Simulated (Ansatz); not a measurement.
AlBH$_{5}$NSiZn, SMILES `[NH2][Al]1[SiH2][B]1[ZnH]`. Total charge 0; spin multiplicity 1. The structure was optimised at the PBE0-D4/def2-TZVP level. It is one conformer, not always the lowest.

```xyz
10

N    -2.010   -1.830    0.084
Al   -0.559   -0.833    0.131
Si    0.111    1.743   -0.661
B     1.010    0.345    0.146
Zn    2.865    0.123    0.870
H    -2.745   -1.812    0.773
H    -2.257   -2.455   -0.666
H    -1.321    1.664   -1.105
H     0.600    3.110   -1.005
H     4.305   -0.055    1.433
```

Question: What is the dipole moment at ωB97M-V/def2-TZVPP? (Best estimate.)

Answer: The calculation gave: 4.48 D, with components (-3.81, -2.34, -0.28) D in this frame, pointing from negative to positive charge.

Question: And with PBE, r2SCAN, B3LYP? (An estimate is asked.)

Answer: Computed: PBE 4.30 D, r2SCAN 4.42 D, B3LYP 4.38 D.

Question: Give the Mulliken charges with ωB97M-V, PBE, B3LYP in def2-TZVPP. (Estimate.)

Answer: Ansatz gave: 
| atom | ωB97M-V | PBE | B3LYP |
| --- | --- | --- | --- |
| N1 | -0.35 | -0.37 | -0.38 |
| Al2 | 0.20 | 0.09 | 0.08 |
| Si3 | -0.10 | -0.13 | -0.09 |
| B4 | 0.04 | 0.31 | 0.30 |
| Zn5 | 0.10 | -0.04 | 0.03 |
| H6 | 0.12 | 0.15 | 0.14 |
| H7 | 0.12 | 0.15 | 0.14 |
| H8 | -0.04 | -0.05 | -0.07 |
| H9 | -0.02 | -0.05 | -0.06 |
| H10 | -0.08 | -0.06 | -0.10 |

B3LYP here is the variant with VWN-RPA as its local correlation; programs differ in this.
